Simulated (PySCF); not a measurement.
SnBr, SMILES [Br][Sn] (connectivity only; charge and spin as stated), neutral, multiplicity 2.

Geometry: PBE-D3(BJ)/def2-TZVP. The multiplicity is an assumed one; other spin states were not compared. The def2 effective core potentials stand for the cores of Sn; spin–orbit coupling is left out.

Method: PBE-D3(BJ)/def2-TZVP run with PySCF.

Frequencies are harmonic and unscaled.

| mode | ν (cm⁻¹) | IR (km/mol) | moving atoms (share of kinetic energy) |
|---|---|---|---|
| 1 | 234 | 27.5 | Br 60 %, Sn 40 % |
